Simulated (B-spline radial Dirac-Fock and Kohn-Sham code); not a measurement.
These are calculated numbers from a radial finite-basis atomic code; the model is the Dirac equation of a negative muon with reduced mass in the field of a spherical finite nucleus, with the Uehling potential to all orders; nuclear polarisation, deformation, hyperfine structure, self-energy, higher-order vacuum polarisation, relativistic recoil and electron screening are left out. The nuclear charge is a Fermi distribution (skin thickness 2.3 fm).

Task: A muonic atom of atomic mass 166.93 u emits these computed lines: 2p3/2 → 1s1/2 5094 keV, 3d5/2 → 2p3/2 1875 keV, 4f7/2 → 3d5/2 681.1 keV, 5g9/2 → 4f7/2 313.4 keV. Which element is it, and what rms charge radius was used?

Result: Ytterbium (Z = 70, nuclide ¹⁶⁷Yb); the high transitions hardly feel the nucleus and fix Z. The 2p → 1s line lies 6219 keV below the value for a point nucleus without QED, which for this nuclear model gives a radius near 5.26 fm (5.2621 fm was used).
